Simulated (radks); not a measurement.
Removal energies from neutral ruthenium, [Kr] 4d(3/2: 4, 5/2: 4), by Delta-SCF beside the eigenvalue of the level emptied. All-electron calculation, Dirac Kohn-Sham, relativistic LDA (MacDonald-Vosko exchange, VWN5 correlation), spin-unpolarised, spherical densities, finite nucleus; Fermi nuclear charge, rms radius of each element as measured or else 0.836 A^(1/3) + 0.57 fm. Program: a radial shooting solver on a logarithmic mesh with Libxc functionals. Sub-shells are occupied by j as written (lower j first in brackets).

4d5/2: final configuration [Kr] 4d(3/2: 4, 5/2: 3); Delta-SCF (eV) 7.722; -eigenvalue (eV) 3.247
4d3/2: final configuration [Kr] 4d(3/2: 3, 5/2: 4); Delta-SCF (eV) 8.056; -eigenvalue (eV) 3.542
4p3/2: final configuration [Ar] 3d10 4s2 4p(1/2: 2, 3/2: 3) 4d(3/2: 4, 5/2: 4); Delta-SCF (eV) 48.145; -eigenvalue (eV) 42.694
4p1/2: final configuration [Ar] 3d10 4s2 4p(1/2: 1, 3/2: 4) 4d(3/2: 4, 5/2: 4); Delta-SCF (eV) 51.607; -eigenvalue (eV) 46.080
